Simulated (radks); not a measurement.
Question: These are the eigenvalues of the occupied orbitals of an atom or ion with whole-number occupations (eV). Method: scalar-relativistic Kohn-Sham, r2SCAN, spin-unpolarised, spherical densities, finite nucleus; meta-GGA in the generalised Kohn-Sham scheme; Fermi nuclear charge, rms radius of each element as measured or else 0.836 A^(1/3) + 0.57 fm; computed with a radial shooting solver on a logarithmic mesh with Libxc functionals.

1s: -80890.80
2s: -14340.02
2p: -12403.01
3s: -3431.723
3p: -2867.358
3d: -2262.749
4s: -788.2010
4p: -602.3330
4d: -377.8557
5s: -156.9046
4f: -129.0910
5p: -107.0351
5d: -49.3434
7p: -13.4623

Which element is it, and in what charge state? The configuration may be excited.

Answer: Z = 79, gold, charge +3: Au3+ in [Xe] 4f14 5d7 7p1. The list shows which subshells hold electrons but not how many an open one holds; the 1s level, -2972.7 hartree, gives Z - s = 77.1 by -(Z - s)^2/2, which with screening and relativity narrows Z to a few neighbours, and the depths of the outer levels then fix element, charge and occupations together.
